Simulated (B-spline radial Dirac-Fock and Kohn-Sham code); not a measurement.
## Muonic X-ray lines of ¹⁸⁶Os

Nucleus: ¹⁸⁶Os, Fermi distribution (skin thickness 2.3 fm), rms radius 5.3909 fm (measured, Angeli and Marinova 2013).

The run's input, task.json:

```json
{"items": [{
  "Z": 76,
  "q": 0,
  "cfg": [[1, 0, 2], [2, 0, 2], [2, 1, 6], [3, 0, 2], [3, 1, 6], [3, 2, 10], [4, 0, 2], [4, 1, 6], [4, 2, 10], [4, 3, 14], [5, 0, 2], [5, 1, 6], [5, 2, 6], [6, 0, 2]],
  "A": 186,
  "rrms": 5.3909,
  "do": "muonic",
  "nuclei": [[186, 185.953838, 5.3909, "measured", "fermi"]]
}]}
```

Command: `python xray2_run.py task.json out`

Level of theory: the Dirac equation of a negative muon with reduced mass in the field of a spherical finite nucleus, with the Uehling potential to all orders; nuclear polarisation, deformation, hyperfine structure, self-energy, higher-order vacuum polarisation, relativistic recoil and electron screening are left out; a radial B-spline solver. For strongly deformed nuclei the low levels mix with nuclear rotations, which this model lacks.

| transition | energy (keV) | point nucleus, no QED (keV) |
| --- | --- | --- |
| 2p3/2 → 1s1/2 | 5539 | 13590 |
| 2p1/2 → 1s1/2 | 5385 | 13200 |
| 3p3/2 → 1s1/2 | 7742 | 15870 |
| 3d5/2 → 2p3/2 | 2181 | 2321 |
| 3d3/2 → 2p1/2 | 2303 | 2676 |
| 4f7/2 → 3d5/2 | 804.4 | 800.2 |
| 4f5/2 → 3d3/2 | 829.4 | 826.1 |
| 5g9/2 → 4f7/2 | 370.0 | 368.3 |
| 6h11/2 → 5g9/2 | 200.2 | 199.5 |

The 2p fine-structure splitting is 153.5 keV, and 2s lies 996.2 keV above 2p1/2.

Values without a named source are computed, but for edge energies of neutral atoms, which are taken from tables.
